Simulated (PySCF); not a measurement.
**Ar¹³⁺: ionisation energy**

Ar¹³⁺ [He] 2s2 2p1 [2p1/2^1, M_J = 1/2] → Ar¹⁴⁺ [He] 2s2, as a difference of total energies. All numbers are calculated (PySCF 2.14, the two-component X2C-1e Hamiltonian, in an uncontracted even-tempered set (17 s from 2.3 bohr⁻², ratio 2.4; 11 p from 3 bohr⁻², ratio 2.4; 5 d from 11 bohr⁻², ratio 2.6; 5 f from 16 bohr⁻², ratio 2.6)). Correlated levels: nothing frozen; the 34 highest virtual spinors dropped. "Screened" scales the spin-orbit matrix elements by Boettger's factors to mimic the two-electron term; Breit and QED terms are absent.

```
                    method  ionisation energy (eV)
           GHF (spin-free)                  754.43
          GMP2 (spin-free)                  754.26
 GHF (screened spin-orbit)                  756.40
GMP2 (screened spin-orbit)                  756.23
```

For comparison: 755.13 ± 0.22 eV (semi-empirical (NIST evaluation); NIST Atomic Spectra Database, ionization energies).
